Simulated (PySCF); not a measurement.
From one molecule to another.

First species: C₃H₁₀OSSi₃.
Geometry (GFN2-xTB, Å), atoms numbered from 1 in this order:
```xyz
18
C3H10OSSi3 angstrom
C      3.220   -0.123    0.111
C      1.725   -0.178    0.068
O      1.077   -0.626    0.995
Si     0.795    0.474   -1.493
C     -0.847   -0.384   -1.161
Si    -1.461   -0.289    0.679
Si    -3.480    0.294   -0.342
S     -2.259    0.303   -2.146
H      3.531    0.912   -0.016
H      3.618   -0.689   -0.728
H      3.614   -0.518    1.046
H      1.525    0.058   -2.691
H      0.728    1.931   -1.392
H     -0.764   -1.432   -1.462
H     -0.950    0.853    1.438
H     -1.404   -1.567    1.378
H     -4.087    1.623   -0.255
H     -4.589   -0.636   -0.570
```

Second species: C₆H₁₀F₃P.
Structure used (GFN2-xTB), in Å, numbered top down from 1:
```
atom  x, y, z in Å
C1     2.0185   -0.2936    0.9519
C2     1.8276    0.1113   -0.4751
C3     3.0749    0.4345   -1.2349
P4     0.3584    0.2416   -1.2863
C5    -0.8600   -0.2524    0.0599
C6    -2.2915   -0.1106   -0.4527
C7    -3.2892   -0.5375    0.6033
F8    -4.5592   -0.4073    0.1864
F9    -3.1846    0.1842    1.7311
F10   -3.1393   -1.8225    0.9641
H11    3.0751   -0.4340    1.1686
H12    1.4932   -1.2212    1.1786
H13    1.6312    0.4710    1.6275
H14    3.7311   -0.4363   -1.2725
H15    3.6242    1.2380   -0.7418
H16    2.8447    0.7409   -2.2533
H17   -0.6778   -1.2901    0.3534
H18   -0.7168    0.3840    0.9365
H19   -2.4546   -0.7352   -1.3333
H20   -2.5111    0.9263   -0.7146
```

Levels: PBE0/pcSseg-1 for dipole moment, HOMO energy, LUMO energy and HOMO–LUMO gap; GFN2-xTB for rotational constant A and rotational constant C. Geometries: GFN2-xTB. All species are isolated and taken at one optimised geometry, non-relativistic unless stated. Electronic properties by PySCF.

The conformers computed, where there is a choice (atom-mapped SMILES and torsion angles):
- `[CH3:1][C:2](=[O:3])[SiH2:4][C@H:5]1[SiH2:6][SiH2:7][S:8]1`: C1–C2–Si4–C5 162°, C2–Si4–C5–Si6 44°
- `[CH3:1][C:2]([CH3:3])=[P:4][CH2:5][CH2:6][C:7]([F:8])([F:9])[F:10]`: C2–P4–C5–C6 176°, P4–C5–C6–C7 179°, C5–C6–C7–F8 179°

Values for the first species:

```
Dipole moment         : 3.32 D
HOMO energy           : -6.42 eV
LUMO energy           : -1.53 eV
HOMO–LUMO gap         : 4.89 eV
Rotational constant A : 2.131 GHz
Rotational constant C : 0.504 GHz
```

Task: Estimate the same properties for the second species, and the change in each.

Result: 
```
             property      first     second  second less first
        dipole moment     3.32 D     2.88 D            -0.44 D
          HOMO energy   -6.42 eV   -6.86 eV           -0.44 eV
          LUMO energy   -1.53 eV   -1.40 eV           +0.13 eV
        HOMO–LUMO gap    4.89 eV    5.46 eV           +0.57 eV
rotational constant A  2.131 GHz  2.826 GHz         +0.695 GHz
rotational constant C  0.504 GHz  0.401 GHz         -0.103 GHz
```

On the first: A dipole of 3.32 D is allowed in C1, and pure rotational transitions are dipole-allowed. In atomic units the dipole is 1.31 e·bohr (1 au = 2.5417 D).

On the second: The dipole matches unit charges of opposite sign 0.60 Å apart (1 e·Å = 4.8032 D).
